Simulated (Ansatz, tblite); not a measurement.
Removing and adding an electron: (MgTe)2 ring (Mg2Te2). Total charge 0; singlet. Geometry: PBE-D4/def2-SVP. Ansatz, gas phase; energy differences of separate SCF runs; the oxidised species was run as a doublet alone; the reduced species was run as a doublet alone.

```xyz
4

Mg   -0.361    0.613    1.212
Te    0.832   -1.791    1.154
Mg    0.361   -0.613   -1.212
Te   -0.832    1.791   -1.154
```

In the def2 sets Te takes a core potential; there is no spin–orbit coupling. The xTB rows come from tblite.

```csv
level,−HOMO (eV),vertical IE (eV),−LUMO (eV),vertical EA (eV),HOMO–LUMO gap (eV),IE − EA (eV),remarks
GFN1-xTB,9.11,12.19,7.36,4.49,1.75,7.70,–
GFN2-xTB,7.02,10.77,4.92,1.45,2.10,9.32,–
PBE-D4/def2-TZVP,4.87,7.16,3.33,–,1.54,–,–
PBE-D4/def2-TZVPD,4.88,–,3.33,1.67,1.55,–,HOMO above zero (-1 doublet)
r2SCAN-D4/def2-TZVP,5.06,7.23,3.08,–,1.98,–,–
r2SCAN-D4/def2-TZVPD,5.05,–,3.07,1.73,1.98,–,–
PBE0-D4/def2-TZVP,5.75,7.34,2.73,–,3.02,–,–
PBE0-D4/def2-TZVPD,5.76,–,2.74,1.63,3.02,–,–
```

   A HOMO above zero means that the electron is unbound at that level or that self-interaction error raises the level; the energy of removing that electron tells which. Raw xTB energy differences between charge states are shifted by several eV; the methods need an empirical correction for them.
